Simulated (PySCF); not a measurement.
**Dipole moment and polarisability of `O[Si](O)(C#C[SiH3])O[SiH3]`**

C2H8O3Si3.
Cartesian coordinates in Å at the GFN2-xTB level; atoms count from 1:
```xyz
16
C2H8O3Si3 angstrom
O      1.0824   -1.7292    1.6476
Si     0.8491   -0.1943    1.1887
O      1.0613    0.7449    2.5005
C     -0.8290    0.0488    0.4345
C     -1.9054    0.2137   -0.0923
Si    -3.5498    0.4447   -0.9026
O      1.9527    0.1837    0.0647
Si     2.6610   -0.1765   -1.3462
H      0.8527   -1.9839    2.5364
H      1.1449    1.6879    2.4002
H     -4.5705   -0.1881   -0.0615
H     -3.8110    1.8829   -1.0223
H     -3.5053   -0.1816   -2.2270
H      1.6738    0.0299   -2.4068
H      3.7593    0.7867   -1.4001
H      3.1264   -1.5608   -1.3251
```

Level: wB97X-D/def2-SVPD (PySCF), static field, nuclei fixed, core orbitals frozen in the response. The polarisability tensor in these axes (au):

```
x   131.80  -5.58  11.67
y    -5.58  90.61  -2.37
z    11.67  -2.37 101.41
```

Task: Diagonalise the tensor; give its mean and Δα, where Δα² is half the sum of the squared differences of the eigenvalues.

Result: Principal values 89.79, 97.47 and 136.56 au; mean 107.94 au = 16.00 Å³ = 17.80 × 10⁻⁴⁰ C²·m²/J; Δα = 43.44 au (40 % of the mean).

Task: What is the dipole moment, and where does it point?

Result: (-0.71, 0.85, 0.05) D, 1.11 D in size, pointing from the negative to the positive side. Measured along this direction, the outermost atoms are H16 at the negative end and H12 at the positive end.

Task: What depolarisation ratio follows for Rayleigh scattering of linearly polarised light, taking the static tensor?

Result: ρ = 3Δα²/(45ᾱ² + 4Δα²) = 5660.3/(524295 + 7547.0) = 0.0106.

Task: Give the principal axes and the span of the nuclei along them.

Result: Largest value along (0.94, -0.13, 0.32), where the nuclei span 7.26 Å; middle along (-0.33, -0.06, 0.94), 5.04 Å; least along (0.10, 0.99, 0.10), 3.65 Å. The response follows the extents in order.

Task: Traceless (Buckingham) quadrupole moment about the centre of nuclear charge: eigenvalues?

Result: -1.99, 0.76, 1.23 D·Å. The values depend on the origin, since the dipole doesn't vanish. The electronic extent ⟨r²⟩ about the same centre is 2414 bohr², a root-mean-square distance of 2.80 Å for the 86 electrons.

Task: Orientational against electronic polarisability at 298 K (dilute gas, rigid molecules)?

Result: In Gaussian units μ²/3kT = 9.97 Å³ against 16.00 Å³, a ratio of 0.62; the Debye molar polarisation (4π/3)N_A(α + μ²/3kT) is 65.5 cm³/mol, leaving out the vibrational part.

Isolated species at its GFN2-xTB geometry (one conformer only).
